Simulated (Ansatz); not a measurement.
A nudged elastic band was laid between two geometries of GeH4 + HO (7 atoms, charge 0, multiplicity 2).

Computed with UHF/def2-SVP in Ansatz 0.2.0.

```json
{
 "movable images": "9",
 "climbing image": "yes",
 "spring": "5.0 eV/Å²",
 "optimiser": "lbfgs",
 "start path": "through a guess of the saddle point",
 "force threshold": "0.05 eV/Å",
 "iteration limit": "60",
 "end points": "relaxed",
 "largest step": "0.5 Å"
}
```

First end point:

```xyz
7
Properties=species:S:1:pos:R:3
Ge 0.012 0.020 -0.267
H 0.015 0.026 1.267
H 1.457 0.013 -0.779
H -0.714 1.267 -0.782
H -0.713 -1.237 -0.765
O -0.077 -0.121 4.352
H -0.492 -0.769 3.783
```

Last end point:

```xyz
7
Properties=species:S:1:pos:R:3
Ge 0.008 0.014 -0.656
H 0.132 0.245 3.091
H 1.455 -0.018 -1.159
H -0.740 1.247 -1.173
H -0.735 -1.280 -1.007
O -0.054 -0.121 3.943
H -0.579 -0.888 3.770
```

Which bonds break or form, and what moves?

Bonds broken: Ge1–H2. Bonds formed: H2–O6. GeH4 + HO becomes GeH3 + H2O.

Give the energies along the band, and the barrier.

It converged. The highest image is number 5 of 0 to 10, 19.2 kcal/mol above the first end and 35.3 kcal/mol above the last; the last end lies 16.2 kcal/mol below the first. Neighbouring images differ by up to 1.2 eV, so the band resolves the path poorly. The order of the stationary point at the top wasn't checked.

```tsv
image	path coordinate (Å)	energy (kcal/mol)	Ge1–H2 (Å)	H2–O6 (Å)
0	0.00	0.0	1.53	3.09
1	0.33	0.3	1.53	2.76
2	0.67	1.2	1.53	2.42
3	1.01	2.9	1.52	2.13
4	1.36	7.7	1.53	1.78
5	1.70	19.2	1.69	1.31
6	2.17	-9.1	2.27	0.95
7	2.63	-13.7	2.62	0.94
8	3.09	-15.5	2.98	0.95
9	3.55	-16.0	3.36	0.95
10	4.00	-16.2	3.76	0.95
```

What is the geometry of the highest image?


```xyz
7
Properties=species:S:1:pos:R:3
Ge -0.010 -0.016 0.062
H 0.005 0.008 1.755
H 1.443 -0.020 -0.422
H -0.740 1.240 -0.424
H -0.736 -1.273 -0.437
O 0.017 0.026 3.065
H -0.492 -0.767 3.210
```

The run took 9.3 min on 1 thread of AMD EPYC 7R43 64-Core Processor (Zen 3), with other jobs on the host, peak memory 0.2 GiB.
